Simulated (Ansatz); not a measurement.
The same substitution along the group F, Cl, Br.

Gas-phase electronic energies from Ansatz, PBE0-D4/def2-TZVP geometries. CCSD(T)/CBS adds triple-zeta CCSD(T) − MP2 to the extrapolated MP2 energy (def2 sets, frozen cores). This one scheme is used for every species. For Br, Se outer-core shells are correlated without core-valence functions, which leaves a few kJ/mol of doubt a bond. Scalar relativity is left out up to krypton. One conformer a species, not always the lowest.

Task: Order these by ΔE at CCSD(T)/CBS, lowest first. (Estimate.)
A. `FC1C[SiH2]1` + H₂Se → `[SeH]C1C[SiH2]1` + H–F
B. `BrC1C[SiH2]1` + H₂Se → `[SeH]C1C[SiH2]1` + HBr
C. `ClC1C[SiH2]1` + H₂Se → `[SeH]C1C[SiH2]1` + HCl

Result: A (-0.72 eV), C (-0.31 eV), B (-0.18 eV).

Largest T1 diagnostic: 0.012, for `FC1C[SiH2]1`.
